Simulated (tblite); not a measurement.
Parent: `[SiH3:1][O:2][SiH:3]1[O:4][SiH2:5][SiH2:6][O:7]1` with Si1–O2–Si3–O4 -48°, H8O3Si4.

The geometries are computed with GFN2-xTB (gas phase). One conformer each, not checked by frequencies here.

| coordinate of the parent | value |
| --- | --- |
| Si1–O2 | 1.625 Å |
| O2–Si3 | 1.608 Å |
| Si3–O4 | 1.627 Å |
| O4–Si5 | 1.648 Å |
| Si5–Si6 | 2.318 Å |
| Si6–O7 | 1.648 Å |
| Si3–O7 | 1.626 Å |
| Si1–O2–Si3 | 142.7° |
| O2–Si3–O4 | 110.2° |
| O2–Si3–O7 | 110.2° |
| O4–Si3–O7 | 103.5° |
| Si3–O4–Si5 | 123.8° |
| O4–Si5–Si6 | 94.1° |
| Si5–Si6–O7 | 94.1° |
| Si3–O7–Si6 | 123.9° |

Task: How does the shared frame change in `[OH:1][SiH:2]1[O:3][SiH2:4][SiH2:5][O:6]1` with H–O1–Si2–O3 58°, H6O3Si3? Atoms pair as O2 = O1, Si3 = Si2, O4 = O3, Si5 = Si4, Si6 = Si5, O7 = O6 (parent first).

Result: 
| parent | relative | value in the relative | change |
| --- | --- | --- | --- |
| O2–Si3 | O1–Si2 | 1.609 Å | +0.001 |
| Si3–O4 | Si2–O3 | 1.632 Å | +0.005 |
| O4–Si5 | O3–Si4 | 1.647 Å | -0.001 |
| Si5–Si6 | Si4–Si5 | 2.317 Å | -0.001 |
| Si6–O7 | Si5–O6 | 1.647 Å | -0.001 |
| Si3–O7 | Si2–O6 | 1.632 Å | +0.006 |
| O2–Si3–O4 | O1–Si2–O3 | 112.5° | +2.3 |
| O2–Si3–O7 | O1–Si2–O6 | 112.5° | +2.3 |
| O4–Si3–O7 | O3–Si2–O6 | 102.6° | -0.9 |
| Si3–O4–Si5 | Si2–O3–Si4 | 124.4° | +0.6 |
| O4–Si5–Si6 | O3–Si4–Si5 | 94.1° | 0.0 |
| Si5–Si6–O7 | Si4–Si5–O6 | 94.0° | -0.1 |
| Si3–O7–Si6 | Si2–O6–Si5 | 124.5° | +0.6 |

Of the parent's bonds, Si3–O4 and Si3–O7 change most and about equally (+0.005 to +0.006 Å).

Task: How does the shared frame change in `[CH3:1][O:2][SiH:3]1[O:4][SiH2:5][SiH2:6][O:7]1` with C1–O2–Si3–O4 180°, CH8O3Si3? Atoms pair as O2 = O2, Si3 = Si3, O4 = O4, Si5 = Si5, Si6 = Si6, O7 = O7 (parent first).

Result: 
```csv
parent,relative,value in the relative,change
O2–Si3,O2–Si3,1.606 Å,-0.002
Si3–O4,Si3–O4,1.619 Å,-0.008
O4–Si5,O4–Si5,1.645 Å,-0.003
Si5–Si6,Si5–Si6,2.316 Å,-0.002
Si6–O7,Si6–O7,1.650 Å,+0.002
Si3–O7,Si3–O7,1.630 Å,+0.004
O2–Si3–O4,O2–Si3–O4,105.6°,-4.6
O2–Si3–O7,O2–Si3–O7,113.2°,+3.0
O4–Si3–O7,O4–Si3–O7,104.5°,+1.0
Si3–O4–Si5,Si3–O4–Si5,123.2°,-0.6
O4–Si5–Si6,O4–Si5–Si6,94.8°,+0.7
Si5–Si6–O7,Si5–Si6–O7,94.0°,-0.1
Si3–O7–Si6,Si3–O7–Si6,123.3°,-0.6
```

Of the parent's bonds, Si3–O4 changes most (-0.008 Å). Bonds of the relative outside the shared frame: C1–O2 1.396 Å.

Task: How does the shared frame change in `[SiH3:1][S:2][SiH:3]1[O:4][SiH2:5][SiH2:6][O:7]1` with Si1–S2–Si3–O4 -136°, H8O2SSi4? Atoms pair as Si3 = Si3, O4 = O4, Si5 = Si5, Si6 = Si6, O7 = O7 (parent first).

Result: 
| parent | relative | value in the relative | change |
| --- | --- | --- | --- |
| Si3–O4 | Si3–O4 | 1.619 Å | -0.008 |
| O4–Si5 | O4–Si5 | 1.652 Å | +0.004 |
| Si5–Si6 | Si5–Si6 | 2.319 Å | +0.001 |
| Si6–O7 | Si6–O7 | 1.652 Å | +0.004 |
| Si3–O7 | Si3–O7 | 1.629 Å | +0.003 |
| O4–Si3–O7 | O4–Si3–O7 | 104.0° | +0.5 |
| Si3–O4–Si5 | Si3–O4–Si5 | 124.1° | +0.3 |
| O4–Si5–Si6 | O4–Si5–Si6 | 94.0° | -0.1 |
| Si5–Si6–O7 | Si5–Si6–O7 | 94.3° | +0.2 |
| Si3–O7–Si6 | Si3–O7–Si6 | 123.6° | -0.3 |

Of the parent's bonds, Si3–O4 changes most (-0.008 Å). Bonds of the relative outside the shared frame: Si1–S2 2.154, S2–Si3 2.115 Å.
